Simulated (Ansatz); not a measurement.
CHO2 (SMILES [O]C=O), doublet, at a GFN2-xTB geometry; WB97X/def2-SVP run with Ansatz (a quantum-chemistry and plane-wave program).

Ansatz was given this input:
Ansatz 0.2 input:
```yaml
crystal:
  periodic: [false, false, false]
  atoms:
    - {symbol: O, position_ang: [1.15623491, -0.01312691, 0.00983414]}
    - {symbol: C, position_ang: [-0.02457140, 0.19152173, 0.00045866]}
    - {symbol: O, position_ang: [-1.11548103, -0.30452915, -0.01059486]}
    - {symbol: H, position_ang: [-0.17860263, 1.39211811, 0.00333384]}
basis:
  gaussian:
    orbitals: def2-SVP
hamiltonian:
  xc: {name: wB97X}
magnetization: {spin_polarized: true, initial_magnetization: 1}
accuracy: high
```

It wrote (shortened):

```
Functional definition: wB97X
991 factors; integrals over basis functions are off by at most 3.2e-9 eV
189 factors; integrals over basis functions are off by at most 2.2e-9 eV
mean field evaluation 1: about -5136.3572 eV, gradient 2.9e1 eV
mean field evaluation 2: about -5136.1109 eV, gradient 3.3e1 eV
mean field evaluation 4: about -5139.5355 eV, gradient 5.6e-1 eV
mean field evaluation 8: about -5139.6477 eV, gradient 3.5e-2 eV
mean field evaluation 16: about -5139.6477 eV, gradient 5.6e-5 eV
mean field evaluation 32: about -5139.6477 eV, gradient 8.6e-8 eV
mean field -5139.64768900 eV, -188.8785687925 hartree, gradient 8.6e-8 eV, S^2 0.756679; 2 other end points of the search recorded, 0 dependent functions left out
reference -5139.64768805 eV, -188.8785687575 hartree; 12, 11 occupied and 35, 36 virtual orbitals, 991 factors
Total energy: -5139.64768805 eV, -188.8785687575 hartree
```
